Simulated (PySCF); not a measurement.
PySCF 2.14 output of an unrestricted BP86 calculation on a single atom or ion in aug-cc-pVQZ-PP with one added diffuse shell each of s, p, d, f, g type with ECP10MDF (8s7p6d4f3g, 114 functions), with scalar relativity through the core potential:

```
SCF conv_tol = 1e-09
number electrons alpha = 13  beta = 13
    A. D. Becke.,  Phys. Rev. A 38, 3098 (1988)
    J. P. Perdew.,  Phys. Rev. B 33, 8822 (1986)
cycle= 1 E= -463.752285113188  delta_E= -0.0105  |g|= 0.0718  |ddm|= 0.991
cycle= 2 E= -463.752535739294  delta_E= -0.000251  |g|= 0.0486  |ddm|= 0.148
cycle= 3 E= -463.752758443174  delta_E= -0.000223  |g|= 0.00457  |ddm|= 0.0774
cycle= 4 E= -463.752765915354  delta_E= -7.47e-06  |g|= 0.0001  |ddm|= 0.0125
cycle= 5 E= -463.752765921197  delta_E= -5.84e-09  |g|= 4.34e-07  |ddm|= 0.000254
cycle= 6 E= -463.752765921198  delta_E= -1.65e-12  |g|= 1.15e-08  |ddm|= 2.62e-06
converged SCF energy = -463.752765921198  <S^2> = 3.5527137e-15  2S+1 = 1
```

The run itself started from symmetry-adapted Hartree-Fock orbitals and held the occupation by maximum overlap, on a logarithmic radial grid, so the iterations belong to that start.

Which element, charge and spin multiplicity is this?

Kr (krypton, neutral), multiplicity 1; the state was [Kr], closed-shell 1S.

Energies and moments cover only the electrons outside the core potential.
